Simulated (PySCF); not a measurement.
AlFHI, SMILES [AlH]([F])[I].

The structure is a stationary point at B3LYP-D3(BJ)/def2-TZVP. The def2 effective core potentials stand for the cores of I; spin–orbit coupling is left out.

These are B3LYP-D3(BJ)/def2-TZVP (PySCF) values and carry that method's errors.

Frequencies are harmonic and unscaled.

Computed vibrational spectrum:
```json
[
 {"mode": "1", "ν (cm⁻¹)": "165", "IR (km/mol)": "8.9", "moving atoms (share of kinetic energy)": "F 66 %, Al 20 %, I 13 %"},
 {"mode": "2", "ν (cm⁻¹)": "354", "IR (km/mol)": "48.0", "moving atoms (share of kinetic energy)": "Al 73 %, I 17 %"},
 {"mode": "3", "ν (cm⁻¹)": "449", "IR (km/mol)": "106.4", "moving atoms (share of kinetic energy)": "H 78 %, Al 18 %"},
 {"mode": "4", "ν (cm⁻¹)": "648", "IR (km/mol)": "180.5", "moving atoms (share of kinetic energy)": "H 92 %"},
 {"mode": "5", "ν (cm⁻¹)": "842", "IR (km/mol)": "164.5", "moving atoms (share of kinetic energy)": "F 56 %, Al 43 %"},
 {"mode": "6", "ν (cm⁻¹)": "2011", "IR (km/mol)": "123.5", "moving atoms (share of kinetic energy)": "H 96 %"}
]
```
